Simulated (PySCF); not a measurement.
[(E)-2-germylethenyl]germane (C2H8Ge2), SMILES [GeH3]/[CH]=[CH]/[GeH3]. Heavy atoms are numbered as in [GeH3:1]/[CH:2]=[CH:3]/[GeH3:4]. Hydrogens are named by the atom that carries them.

Coordinates come from a PBE0-D3(BJ)/def2-SVP optimisation.

All values below come from KT2/pcSseg-1 (PySCF).

GIAO shieldings, no solvent; atoms alike by connectivity are averaged. δ = σ(ref) − σ: ⁷³Ge against GeH4 (σ = 1669.3 ppm); ¹³C against TMS (σ = 185.1 ppm); ¹H against TMS (σ = 31.47 ppm), references at their B3LYP-D3(BJ)/def2-TZVP geometries, non-relativistic.

**Question.** Estimate the chemical shifts. (An estimate is asked for; the answer gives what the named calculation found.)

**Answer.** 
| nucleus | atoms | count | δ (ppm) |
|---|---|---|---|
| ⁷³Ge | Ge1 (GeH3) | 2 | 117.4 |
| ¹³C | C2 (CH) | 2 | 144.7 |
| ¹H | H on C2 | 2 | 7.02 |
| ¹H | H on Ge1 | 6 | 4.51 |
